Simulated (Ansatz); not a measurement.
`BB[SiH2]O`, charge 0, multiplicity 1.

Task: Give a relaxed structure at PBE0-D4/def2-TZVP (Ansatz). (Best estimate.)

Result: Ansatz gave: 
Cartesian coordinates in Å:
```
B -0.7540 -0.2802 -1.1517
B 0.1647 0.8503 -1.0116
Si 0.0728 -0.1073 0.9296
O 1.4989 -0.9243 1.0265
H -1.5650 -1.1305 -1.2180
H -1.1696 0.9928 -1.1024
H 0.8389 1.8146 -0.9555
H -1.0580 -0.9229 1.4474
H 0.1851 1.0846 1.8036
H 1.7862 -1.3771 0.2321
```
This is one stationary point; other conformers may exist.
